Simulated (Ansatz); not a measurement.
Basis-set extrapolation for CH7BN2Si, SMILES `CN1BN[SiH2]1` (PBE0-D4/def2-TZVP geometry, frozen core, Ansatz). Multiplicity 1, RHF reference.

```
                      def2-TZVPP   def2-QZVPP
                 HF  -464.634552  -464.652842
    MP2 correlation    -0.802962    -0.858876
CCSD(T) correlation    -0.879173      not run
```

Energies in hartree. Use E(X) = E(∞) + A·exp(−7.88·√X) for Hartree–Fock and E(X) = E(∞) + B·X^(−2.97) for correlation, with X = 3 and 4, and add CCSD(T) minus MP2 of the smaller set to the MP2 limit.

**Question.** What is the CCSD(T) energy at the basis-set limit?

**Answer.** HF limit: -464.652842 + (-0.018290) × 0.13774 = -464.65536. MP2 limit: -0.858876 + (-0.055914) × 0.74074 = -0.90029. Higher-order term: -0.879173 − (-0.802962) = -0.07621. Total: -465.63186 hartree, 74.1 kcal/mol below CCSD(T)/def2-TZVPP.
